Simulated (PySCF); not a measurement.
**Technetium: a sound run and one with changed settings**

Sound run: Tc [Kr] 4d5 5s2, Tc⁺ [Kr] 4d5 5s1. Calculation: PySCF 2.14, in def2-TZVP with the def2 core potential (28 electrons); a scalar-relativistic core potential. The sound run starts from symmetry-adapted Hartree-Fock orbitals and uses a fine grid where one is needed.

Changed run: basis STO-3G, all-electron and non-relativistic. This setting is unsound on purpose.

| species | method | sound run (hartree) | changed run (hartree) | converged |
| --- | --- | --- | --- | --- |
| Tc | UHF | -80.11272 | -4163.20517 | yes |
| Tc | PBE | -80.71352 | -4164.34347 | yes |
| Tc | M06-2X | -80.61100 | -4164.95905 | yes |
| Tc⁺ | UHF | -79.90906 | -4163.09448 | yes |
| Tc⁺ | PBE | -80.45967 | -4164.17987 | yes |
| Tc⁺ | M06-2X | -80.32446 | -4164.75410 | yes |

Ionisation energy of Tc:

| method | sound run (eV) | changed run (eV) |
| --- | --- | --- |
| UHF | 5.542 | 3.012 |
| PBE | 6.908 | 4.452 |
| M06-2X | 7.797 | 5.577 |

A minimal basis cannot let orbitals breathe on ionisation and holds almost no correlation. The Hamiltonian changed with the basis, so the totals do not compare.

For comparison, NIST gives 7.119 eV between the lowest levels.
